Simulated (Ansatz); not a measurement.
`CC[Si](N)(O)Cl`, charge 0, multiplicity 1.

Q: Give a relaxed structure at PBE0-D4/def2-TZVP (the Gaussian-basis code of Ansatz). (An estimate is asked.)

A: Computed: 
Cartesian coordinates in Å:
```
C 1.692 0.698 -0.202
C 0.734 -0.271 -0.892
Si -0.804 -0.610 0.088
N -1.791 0.716 0.504
O -0.292 -1.368 1.447
Cl -2.043 -1.820 -1.040
H 2.585 0.874 -0.806
H 1.221 1.670 -0.030
H 2.017 0.312 0.766
H 0.429 0.116 -1.870
H 1.228 -1.230 -1.083
H -1.455 1.465 1.086
H -2.560 0.997 -0.079
H -0.962 -1.549 2.109
```
This is one stationary point; other conformers may exist.
